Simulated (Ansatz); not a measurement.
A nudged elastic band was laid between two geometries of ClH3Sn + H2O (8 atoms, charge 0, multiplicity 1).

Computed with RKS PBE/def2-SVP in Ansatz 0.2.0.

```yaml
movable_images: 9
climbing_image: yes
spring: 5.0 eV/Å²
optimiser: quadratic models (default)
start_path: through a guess of the saddle point
force_threshold: 0.05 eV/Å
iteration_limit: 60
end_points: relaxed
```

Image 0:

```xyz
8
Properties=species:S:1:pos:R:3
Sn -0.048 0.283 -0.020
H -0.244 0.478 1.679
H 1.552 0.132 -0.622
H -0.898 1.551 -0.846
Cl -1.327 -1.644 -0.721
O 1.074 -2.181 1.176
H 0.408 -2.561 0.560
H 0.633 -2.276 2.041
```

Image 10:

```xyz
8
Properties=species:S:1:pos:R:3
Sn 0.023 -0.369 -0.797
H 0.845 -0.584 3.642
H 1.581 0.190 -1.248
H -1.174 0.783 -0.324
Cl -0.911 -1.593 -2.611
O 0.403 -1.670 0.685
H -0.416 -2.114 0.977
H 0.798 -0.861 2.923
```

(1) What changes between the two ends?

(2) Give the energies along the band, and the barrier.

(3) What is the geometry of the highest image?

(4) What are the harmonic wavenumbers there?

Results:

(1) Bonds broken: Sn1–H2, O6–H8. Bonds formed: Sn1–O6, H2–H8. ClH3Sn + H2O becomes ClH3OSn + H2.

(2) The run converged. The highest image is number 4 of 0 to 10, 1.31 eV above the first end and 1.05 eV above the last; the last end lies 0.26 eV above the first. A vibrational analysis at the climbing image gives one clearly imaginary mode, 1163i cm⁻¹: a first-order saddle point. The orbitals stay closed-shell, which can raise the energy where a bond breaks towards radicals; this wasn't checked here.

```json
{"image": "0", "path coordinate (Å)": "0.00", "energy (eV)": "0.00", "Sn1–H2 (Å)": "1.72", "O6–H8 (Å)": "0.98", "Sn1–O6 (Å)": "2.96"}
{"image": "1", "path coordinate (Å)": "0.77", "energy (eV)": "0.08", "Sn1–H2 (Å)": "1.72", "O6–H8 (Å)": "0.98", "Sn1–O6 (Å)": "2.97"}
{"image": "2", "path coordinate (Å)": "1.55", "energy (eV)": "0.31", "Sn1–H2 (Å)": "1.74", "O6–H8 (Å)": "0.98", "Sn1–O6 (Å)": "2.84"}
{"image": "3", "path coordinate (Å)": "2.32", "energy (eV)": "0.65", "Sn1–H2 (Å)": "1.80", "O6–H8 (Å)": "0.99", "Sn1–O6 (Å)": "2.51"}
{"image": "4", "path coordinate (Å)": "3.10", "energy (eV)": "1.31", "Sn1–H2 (Å)": "2.10", "O6–H8 (Å)": "1.23", "Sn1–O6 (Å)": "2.19"}
{"image": "5", "path coordinate (Å)": "3.67", "energy (eV)": "0.71", "Sn1–H2 (Å)": "2.46", "O6–H8 (Å)": "1.70", "Sn1–O6 (Å)": "2.06"}
{"image": "6", "path coordinate (Å)": "4.23", "energy (eV)": "0.37", "Sn1–H2 (Å)": "2.91", "O6–H8 (Å)": "2.09", "Sn1–O6 (Å)": "2.02"}
{"image": "7", "path coordinate (Å)": "4.80", "energy (eV)": "0.29", "Sn1–H2 (Å)": "3.43", "O6–H8 (Å)": "2.40", "Sn1–O6 (Å)": "2.01"}
{"image": "8", "path coordinate (Å)": "5.37", "energy (eV)": "0.27", "Sn1–H2 (Å)": "3.87", "O6–H8 (Å)": "2.43", "Sn1–O6 (Å)": "2.01"}
{"image": "9", "path coordinate (Å)": "5.94", "energy (eV)": "0.26", "Sn1–H2 (Å)": "4.19", "O6–H8 (Å)": "2.42", "Sn1–O6 (Å)": "2.01"}
{"image": "10", "path coordinate (Å)": "6.51", "energy (eV)": "0.26", "Sn1–H2 (Å)": "4.52", "O6–H8 (Å)": "2.41", "Sn1–O6 (Å)": "2.01"}
```

(3) 
```xyz
8
Properties=species:S:1:pos:R:3
Sn 0.107 -0.227 -0.172
H 0.696 0.091 1.819
H 1.597 0.304 -0.839
H -1.247 0.791 0.134
Cl -0.822 -1.675 -1.860
O 0.485 -1.958 1.108
H -0.260 -2.582 1.245
H 0.595 -0.962 1.813
```

(4) 1163i, 139, 180, 333, 382, 428, 471, 594, 609, 714, 793, 862, 1307, 1599, 1712, 1855, 1903, 3649 cm⁻¹.

Time of the run: 9.6 min on 1 thread of Arm Neoverse V2, on a shared host, peak memory 0.13 GiB.
